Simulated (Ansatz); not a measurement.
The cluster K6S3. Charge 0, multiplicity 1. Geometry r2SCAN-D4/def2-SVP.

| atom | x (Å) | y (Å) | z (Å) |
| --- | --- | --- | --- |
| K1 | -1.183 | -1.523 | 0.441 |
| K2 | -3.002 | -4.221 | -2.789 |
| K3 | -0.483 | 3.001 | 1.438 |
| K4 | -0.235 | -0.611 | -3.321 |
| K5 | 0.487 | 1.128 | 5.358 |
| K6 | 2.884 | 0.454 | 1.668 |
| S7 | 1.011 | 1.244 | -1.032 |
| S8 | -1.121 | 1.309 | -0.976 |
| S9 | 1.641 | -0.781 | -0.787 |

The restricted singlet is unstable towards broken spin symmetry at other levels; at PBE-D4/def2-TZVP, r2SCAN-D4/def2-TZVP, r2SCANh-D4/def2-TZVP, PBE0-D4/def2-TZVP this wasn't settled. The geometry of the singlet was relaxed on an unsound state (restricted singlet, unstable towards broken spin symmetry at other levels and untested here). Another isomer (singlet) lies 2.32 eV lower at PBE0-D4/def2-TZVP; other spin states weren't run for this one.

Problem. Estimate the orbital energies around the gap (eV) in Ansatz with PBE-D4/def2-TZVP, r2SCAN-D4/def2-TZVP, r2SCANh-D4/def2-TZVP, PBE0-D4/def2-TZVP.

Solution. 
```
orbital  PBE-D4/def2-TZVP  r2SCAN-D4/def2-TZVP  r2SCANh-D4/def2-TZVP  PBE0-D4/def2-TZVP
 HOMO−5             -5.28                -5.57                 -6.02              -6.48
 HOMO−4             -5.24                -5.50                 -5.90              -6.32
 HOMO−3             -4.86                -5.13                 -5.54              -5.95
 HOMO−2             -3.84                -4.06                 -4.46              -4.90
 HOMO−1             -2.87                -2.82                 -3.00              -3.29
   HOMO             -2.12                -2.06                 -2.20              -2.44
   LUMO             -1.67                -1.49                 -1.36              -1.26
 LUMO+1             -1.65                -1.49                 -1.33              -1.22
 LUMO+2             -1.48                -1.33                 -1.14              -1.01
 LUMO+3             -1.39                -1.26                 -1.04              -0.65
 LUMO+4             -1.08                -0.88                 -0.74              -0.61
 LUMO+5             -0.91                -0.77                 -0.50              -0.35
```
